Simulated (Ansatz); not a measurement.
Steps of a relaxation of H$_{8}$O$_{2}$Si$_{3}$, SMILES `O[SiH2]O[SiH2][SiH3]` with RKS PBE-D4/def2-SVP.

```sh
$ ansatz run in.yaml --threads 4 --pin off --events-out ev --progress --plain --max-ram 10444MiB
```

```yaml
crystal:
  periodic: [false, false, false]
  atoms:
    - {symbol: O, position_ang: [-1.870800, 1.751400, 2.058500]}
    - {symbol: Si, position_ang: [-1.372600, 0.394400, 1.359600]}
    - {symbol: O, position_ang: [-0.772300, 0.757800, -0.138100]}
    - {symbol: Si, position_ang: [0.089400, -0.012000, -1.384200]}
    - {symbol: Si, position_ang: [2.007300, -1.018800, -0.736300]}
    - {symbol: H, position_ang: [-2.002600, 2.554100, 1.427500]}
    - {symbol: H, position_ang: [-0.286100, -0.187700, 2.215800]}
    - {symbol: H, position_ang: [-2.452800, -0.535400, 1.205400]}
    - {symbol: H, position_ang: [0.277500, 0.985500, -2.415500]}
    - {symbol: H, position_ang: [-0.907100, -1.049500, -1.902200]}
    - {symbol: H, position_ang: [2.651500, -1.695400, -1.845100]}
    - {symbol: H, position_ang: [1.764000, -2.013700, 0.360400]}
    - {symbol: H, position_ang: [2.895000, 0.034500, -0.190800]}
basis:
  gaussian: {orbitals: def2-SVP}
hamiltonian: {xc: pbe, dispersion: d4}
relax: {f_tol: 0.03, max_steps: 200}
```

Positions (Å) and forces (eV/Å) along the path, 11 of 34 steps:

```xyz
13
step=1 energy=-27832.2376 eV
O    -1.871    1.751    2.058   -0.969    3.839   -0.461
Si   -1.373    0.394    1.360    1.455   -1.045   -0.236
O    -0.772    0.758   -0.138    0.737    0.088   -0.672
Si    0.089   -0.012   -1.384   -2.124   -0.400    0.457
Si    2.007   -1.019   -0.736    0.238   -0.069    1.116
H    -2.003    2.554    1.427    0.256   -1.846    1.457
H    -0.286   -0.188    2.216    0.031   -0.105    0.063
H    -2.453   -0.535    1.205   -1.039   -0.974   -0.138
H     0.278    0.986   -2.416    0.294    0.713   -0.785
H    -0.907   -1.050   -1.902    0.358    0.056   -0.126
H     2.651   -1.695   -1.845    0.456   -0.448   -0.847
H     1.764   -2.014    0.360   -0.071   -0.074    0.038
H     2.895    0.035   -0.191    0.379    0.265    0.135
13
step=4 energy=-27832.6176 eV
O    -1.828    1.831    2.095    0.074    0.028    0.078
Si   -1.347    0.405    1.378   -0.023   -0.058   -0.024
O    -0.759    0.757   -0.151    0.019   -0.064   -0.026
Si    0.004   -0.027   -1.434    0.016    0.057    0.020
Si    2.017   -1.014   -0.698    0.003    0.007   -0.037
H    -2.061    2.549    1.484   -0.060   -0.001   -0.043
H    -0.271   -0.193    2.237   -0.019    0.020    0.009
H    -2.492   -0.565    1.235    0.016    0.032   -0.007
H     0.272    1.006   -2.495    0.003   -0.014    0.011
H    -0.901   -1.082   -2.020   -0.010   -0.007   -0.002
H     2.696   -1.707   -1.852   -0.005    0.011    0.021
H     1.744   -2.030    0.380   -0.004    0.001    0.000
H     2.946    0.036   -0.146   -0.010   -0.010    0.002
13
step=7 energy=-27832.6250 eV
O    -1.758    1.871    2.093    0.421   -0.576    0.523
Si   -1.352    0.414    1.391    0.030   -0.003   -0.011
O    -0.757    0.705   -0.146   -0.001   -0.008    0.002
Si    0.011   -0.042   -1.442   -0.015   -0.009    0.029
Si    2.032   -1.013   -0.715    0.006   -0.004   -0.017
H    -2.138    2.514    1.495   -0.416    0.597   -0.525
H    -0.298   -0.195    2.268   -0.023    0.000    0.007
H    -2.536   -0.504    1.260   -0.014   -0.005   -0.002
H     0.266    1.006   -2.490    0.003    0.008   -0.003
H    -0.885   -1.100   -2.039    0.011    0.000   -0.010
H     2.723   -1.695   -1.867    0.004    0.001    0.004
H     1.762   -2.036    0.357   -0.004   -0.002    0.001
H     2.950    0.039   -0.151   -0.002    0.000    0.003
13
step=8 energy=-27832.6020 eV rejected
O    -1.620    1.935    2.055   -1.253    0.777   -0.804
Si   -1.334    0.418    1.404   -0.072    0.345   -0.101
O    -0.761    0.641   -0.151    0.004   -0.083    0.055
Si    0.024   -0.061   -1.454   -0.051   -0.053   -0.026
Si    2.049   -1.016   -0.732    0.007   -0.017    0.019
H    -2.321    2.463    1.544    1.232   -0.919    0.903
H    -0.308   -0.209    2.295    0.010   -0.026   -0.019
H    -2.593   -0.405    1.304    0.035   -0.020    0.040
H     0.262    1.007   -2.483    0.020    0.026   -0.021
H    -0.861   -1.117   -2.071    0.028   -0.020   -0.026
H     2.757   -1.682   -1.881    0.027   -0.014   -0.022
H     1.778   -2.048    0.331   -0.001   -0.010    0.000
H     2.948    0.039   -0.146    0.014    0.014    0.002
13
step=11 energy=-27832.6501 eV
O    -1.642    1.934    2.091    0.076    0.010   -0.072
Si   -1.349    0.451    1.381   -0.101   -0.022   -0.022
O    -0.806    0.637   -0.190   -0.008    0.026    0.048
Si    0.020   -0.078   -1.464    0.041   -0.007    0.023
Si    2.050   -1.020   -0.720    0.007   -0.009    0.007
H    -2.310    2.483    1.645   -0.011   -0.008    0.021
H    -0.300   -0.193    2.234   -0.002    0.002   -0.014
H    -2.613   -0.367    1.314    0.042   -0.018    0.012
H     0.290    0.983   -2.496   -0.018   -0.003    0.002
H    -0.827   -1.155   -2.098   -0.005    0.019   -0.001
H     2.763   -1.665   -1.882   -0.002    0.004    0.003
H     1.796   -2.074    0.326   -0.008    0.001   -0.004
H     2.950    0.031   -0.126   -0.012    0.005   -0.002
13
step=14 energy=-27832.6584 eV rejected
O    -1.375    1.982    1.947   -0.402    0.081   -0.226
Si   -1.295    0.422    1.338   -0.036   -0.035   -0.248
O    -1.105    0.423   -0.340    0.031   -0.091    0.325
Si   -0.053   -0.121   -1.541   -0.053    0.015   -0.009
Si    1.950   -0.979   -0.625    0.128   -0.007    0.045
H    -2.190    2.470    1.692    0.393   -0.201    0.137
H    -0.083   -0.187    1.990   -0.090    0.025   -0.053
H    -2.570   -0.346    1.642    0.226    0.137   -0.078
H     0.271    1.025   -2.467   -0.041   -0.014    0.033
H    -0.739   -1.196   -2.357    0.042    0.082    0.075
H     2.874   -1.469   -1.723   -0.139    0.059    0.079
H     1.647   -2.139    0.291    0.026    0.030   -0.023
H     2.687    0.079    0.168   -0.085   -0.081   -0.058
13
step=16 energy=-27832.6669 eV
O    -1.386    1.975    1.940   -0.125    0.017   -0.081
Si   -1.302    0.419    1.331   -0.057    0.020   -0.096
O    -1.096    0.428   -0.335    0.036   -0.071    0.136
Si   -0.036   -0.111   -1.531   -0.137   -0.021    0.127
Si    1.955   -0.981   -0.603    0.071    0.016   -0.103
H    -2.188    2.470    1.684    0.126   -0.053    0.046
H    -0.111   -0.194    2.009   -0.022   -0.003   -0.060
H    -2.578   -0.339    1.611    0.101    0.052   -0.032
H     0.258    1.037   -2.460    0.036   -0.018    0.016
H    -0.716   -1.197   -2.331    0.032    0.041    0.012
H     2.797   -1.464   -1.762    0.000    0.003    0.065
H     1.693   -2.149    0.315   -0.023    0.046   -0.029
H     2.732    0.070    0.147   -0.038   -0.029   -0.003
13
step=17 energy=-27832.6715 eV
O    -1.364    1.976    1.927   -0.123   -0.007   -0.069
Si   -1.299    0.415    1.330    0.001    0.013   -0.075
O    -1.114    0.407   -0.336    0.026   -0.075    0.074
Si   -0.049   -0.123   -1.529   -0.036    0.033    0.037
Si    1.953   -0.975   -0.609   -0.025   -0.002   -0.010
H    -2.167    2.473    1.680    0.110   -0.041    0.043
H    -0.094   -0.200    1.982   -0.040    0.003   -0.020
H    -2.570   -0.339    1.630    0.080    0.054   -0.013
H     0.270    1.033   -2.440   -0.019   -0.010   -0.004
H    -0.723   -1.197   -2.348    0.022    0.040    0.022
H     2.825   -1.453   -1.746   -0.012    0.018    0.061
H     1.664   -2.138    0.306    0.031    0.015   -0.020
H     2.690    0.086    0.168   -0.014   -0.040   -0.025
13
step=26 energy=-27832.6907 eV
O    -1.101    1.967    1.664   -0.001   -0.061   -0.015
Si   -1.319    0.337    1.344   -0.035    0.053   -0.004
O    -1.297    0.002   -0.297    0.046    0.003    0.010
Si   -0.121   -0.173   -1.495   -0.026    0.007    0.016
Si    1.922   -0.922   -0.581    0.012   -0.016   -0.013
H    -1.838    2.546    1.402    0.007   -0.007   -0.002
H    -0.164   -0.338    2.020   -0.005    0.003   -0.003
H    -2.652   -0.149    1.837    0.020    0.004   -0.008
H     0.090    1.141   -2.206   -0.009   -0.015    0.003
H    -0.632   -1.172   -2.497    0.000    0.011    0.004
H     2.902   -1.158   -1.704   -0.012    0.004    0.018
H     1.727   -2.216    0.167    0.005    0.017   -0.007
H     2.504    0.099    0.360   -0.003   -0.003    0.001
13
step=28 energy=-27832.6915 eV
O    -1.063    1.953    1.650   -0.037    0.002   -0.012
Si   -1.326    0.328    1.347    0.011    0.016    0.007
O    -1.306   -0.020   -0.291    0.025   -0.006    0.003
Si   -0.130   -0.179   -1.490   -0.014   -0.001   -0.013
Si    1.922   -0.910   -0.581    0.001    0.004    0.009
H    -1.778    2.550    1.366    0.032   -0.021    0.012
H    -0.191   -0.370    2.034   -0.006    0.002    0.000
H    -2.670   -0.124    1.839   -0.006    0.005   -0.002
H     0.063    1.137   -2.198    0.001    0.011   -0.001
H    -0.636   -1.176   -2.496   -0.001   -0.009   -0.002
H     2.917   -1.116   -1.695   -0.009    0.002    0.000
H     1.740   -2.213    0.150    0.004   -0.006    0.000
H     2.478    0.107    0.379   -0.001    0.001   -0.001
13
step=34 energy=-27832.6926 eV
O    -0.963    1.908    1.643   -0.015   -0.017   -0.010
Si   -1.352    0.305    1.353    0.003    0.020    0.002
O    -1.319   -0.067   -0.279    0.004    0.002    0.003
Si   -0.149   -0.205   -1.486    0.000   -0.001    0.002
Si    1.927   -0.872   -0.582   -0.004    0.001    0.000
H    -1.613    2.560    1.328    0.009   -0.011    0.006
H    -0.298   -0.472    2.081   -0.004    0.002   -0.003
H    -2.742   -0.029    1.811    0.009    0.003   -0.004
H     0.007    1.114   -2.201   -0.004   -0.006    0.000
H    -0.636   -1.222   -2.482   -0.002    0.005   -0.001
H     2.933   -1.011   -1.695   -0.002   -0.001    0.004
H     1.799   -2.196    0.124    0.003    0.004   -0.002
H     2.427    0.153    0.400    0.003   -0.001    0.001
```

Run time 29 s (4 threads of an INTEL XEON PLATINUM 8581C on a shared host); peak host memory 0.2 GiB.
